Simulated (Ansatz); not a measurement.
A made-up structure of SiHClOF (charge -1), singlet:

```csv
atom,x (Å),y (Å),z (Å)
O1,1.0073,0.2075,1.2117
Si2,-0.0975,0.1916,0.0168
F3,-1.4621,0.8360,0.3064
Cl4,-0.1530,-1.9166,-0.3883
H5,0.7054,0.6816,-1.1466
```

It is relaxed with PBE-D4/def2-SVPD and then PBE0-D4/def2-TZVPD (Ansatz 0.2.0). Atoms count as bonded within 1.22 times the sum of their covalent radii (H–H: 0.88 Å). The end point is not checked to be a true minimum.

Does its bonding change? (A judgement: the text doesn't fix the answer.)

Computed: No: no bond forms or breaks.

Where it ends: The first stage lowers the energy by 1.01 eV in 7 steps. It ends as SiHClOF ([O][SiH]([F])[Cl]), total charge -1:
O1  (1.011, 0.315, 1.345)
Si2  (0.117, 0.146, 0.106)
F3  (-1.404, 0.718, 0.198)
Cl4  (-0.299, -1.887, -0.447)
H5  (0.574, 0.708, -1.203)
(Å)

Labels in which every atom is bracketed show which atoms are joined, not bond orders.

For scale, one of the runs: PBE0-D4/def2-TZVPD relaxation, 178 basis functions, launched by `ansatz run in.yaml --threads 2 --pin off --events-out ev --progress --plain --max-ram 4352MiB`. Hardware: 2 CPU threads of an Arm Neoverse V2, shared host. Wall time about 25 s.
